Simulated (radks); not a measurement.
The numbers below are computed, except where a source is named.
All-electron atom: Mn4+ in [Ar] 3d3.

Level of theory: scalar-relativistic Kohn-Sham, PBE, spin-polarised, spherical densities, point nucleus; open shells are filled with parallel spins first (a radial shooting solver on a logarithmic mesh with Libxc functionals).

Energy parts (eV):
| part | energy |
|---|---|
| total | -31414.326 |
| kinetic | 31765.389 |
| electron-nucleus | -73773.368 |
| Hartree | 11965.192 |
| exchange-correlation | -1371.539 |

Orbitals (lengths in bohr, moments of r in powers of bohr; r(90%) holds 90 % of the orbital's charge):
| orbital | occ. | eigenvalue (eV) | r(90%) |
|---|---|---|---|
| 1s down | 1 | -6488.291 | 0.109 |
| 1s up | 1 | -6488.278 | 0.109 |
| 2s up | 1 | -804.5626 | 0.434 |
| 2s down | 1 | -802.8787 | 0.433 |
| 2p up | 3 | -690.5231 | 0.406 |
| 2p down | 3 | -689.2427 | 0.405 |
| 3s up | 1 | -144.1033 | 1.24 |
| 3s down | 1 | -140.1691 | 1.24 |
| 3p up | 3 | -112.2145 | 1.32 |
| 3p down | 3 | -108.3587 | 1.33 |
| 3d up | 3 | -62.2553 | 1.57 |
| 3d down | 0 | -58.5215 | 1.61 |

The highest occupied level is 3d up at -62.255 eV. For comparison, the ionisation energy in NIST's Atomic Spectra Database is 72.4 eV (semi-empirical). In exact Kohn-Sham theory the highest level is minus the ionisation energy, but local and semilocal functionals leave it too shallow, through self-interaction and a potential that decays too fast; potentials with the right tail come closer. Spin moment in Bohr magnetons: 3. The density falls to 0.001 e/bohr^3 at r = 2.52 bohr.
